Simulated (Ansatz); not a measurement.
(KH)3 ring (K₃H₃), 6 atoms. Hardware: 4 threads of Intel Xeon on a shared host.

The 6-31G sets use Cartesian d functions. Correlated methods freeze 15 core orbitals; core or outer-core shells of K are correlated, in sets that lack core-valence functions.

Question: How many basis functions does each of these Ansatz runs have, and roughly what does it cost? CCSD(T)/def2-TZVPP, charge 0 singlet, energy, from earlier orbitals; CCSD(T)/def2-TZVPP, charge 1 doublet at the geometry of the charge 0 singlet, energy, from earlier orbitals; B3LYP-D4/6-31G, charge 0 singlet, energy; r2SCAN-D4/def2-TZVP, charge 1 doublet, relaxation, 54 steps; PBE-D4/def2-TZVP, charge 1 doublet at the geometry of the charge 0 singlet, energy, from earlier orbitals; PBE0-D4/def2-SVP, charge 0 singlet, energy, from earlier orbitals; BHLYP-D4/def2-TZVP, charge 0 singlet, energy, from earlier orbitals; LDA (SPW92)/def2-TZVP, charge 0 singlet, energy, from earlier orbitals; CAM-B3LYP-D4/def2-TZVP, charge 0 singlet, energy, from earlier orbitals; PBE-D4/def2-TZVP, charge 0 triplet at the geometry of the charge 0 singlet, energy, from earlier orbitals; PBE-D4/def2-SVP, charge 0 singlet, energy, from earlier orbitals; LC-ωPBE/def2-TZVP, charge 0 singlet, energy, from earlier orbitals.

Answer: Other jobs shared the machine, so times can vary by a factor of up to 3. A dash marks memory too small to be measured apart from the calling script's.

```json
{"run": "LDA (SPW92)/def2-TZVP, charge 0 singlet, energy, from earlier orbitals", "functions": "117", "fitting or Cholesky vectors": "1107", "wall time": "6 s", "peak host memory (GiB)": "–"}
{"run": "PBE-D4/def2-SVP, charge 0 singlet, energy, from earlier orbitals", "functions": "87", "fitting or Cholesky vectors": "1002", "wall time": "9 s", "peak host memory (GiB)": "–"}
{"run": "PBE0-D4/def2-SVP, charge 0 singlet, energy, from earlier orbitals", "functions": "87", "fitting or Cholesky vectors": "837", "wall time": "9.6 s", "peak host memory (GiB)": "–"}
{"run": "LC-ωPBE/def2-TZVP, charge 0 singlet, energy, from earlier orbitals", "functions": "117", "fitting or Cholesky vectors": "1107", "wall time": "11 s", "peak host memory (GiB)": "–"}
{"run": "BHLYP-D4/def2-TZVP, charge 0 singlet, energy, from earlier orbitals", "functions": "117", "fitting or Cholesky vectors": "1236", "wall time": "12 s", "peak host memory (GiB)": "–"}
{"run": "CAM-B3LYP-D4/def2-TZVP, charge 0 singlet, energy, from earlier orbitals", "functions": "117", "fitting or Cholesky vectors": "1107", "wall time": "13 s", "peak host memory (GiB)": "–"}
{"run": "PBE-D4/def2-TZVP, charge 1 doublet at the geometry of the charge 0 singlet, energy, from earlier orbitals", "functions": "117", "fitting or Cholesky vectors": "1107", "wall time": "14 s", "peak host memory (GiB)": "–"}
{"run": "B3LYP-D4/6-31G, charge 0 singlet, energy", "functions": "93", "fitting or Cholesky vectors": "975", "wall time": "14 s", "peak host memory (GiB)": "–"}
{"run": "PBE-D4/def2-TZVP, charge 0 triplet at the geometry of the charge 0 singlet, energy, from earlier orbitals", "functions": "117", "fitting or Cholesky vectors": "1107", "wall time": "29 s", "peak host memory (GiB)": "–"}
{"run": "CCSD(T)/def2-TZVPP, charge 0 singlet, energy, from earlier orbitals", "functions": "141", "fitting or Cholesky vectors": "1178", "wall time": "66 s", "peak host memory (GiB)": "0.9"}
{"run": "CCSD(T)/def2-TZVPP, charge 1 doublet at the geometry of the charge 0 singlet, energy, from earlier orbitals", "functions": "141", "fitting or Cholesky vectors": "1178", "wall time": "2.9 min", "peak host memory (GiB)": "2.1"}
{"run": "r2SCAN-D4/def2-TZVP, charge 1 doublet, relaxation, 54 steps", "functions": "117", "fitting or Cholesky vectors": "1107", "wall time": "11 min", "peak host memory (GiB)": "–"}
```
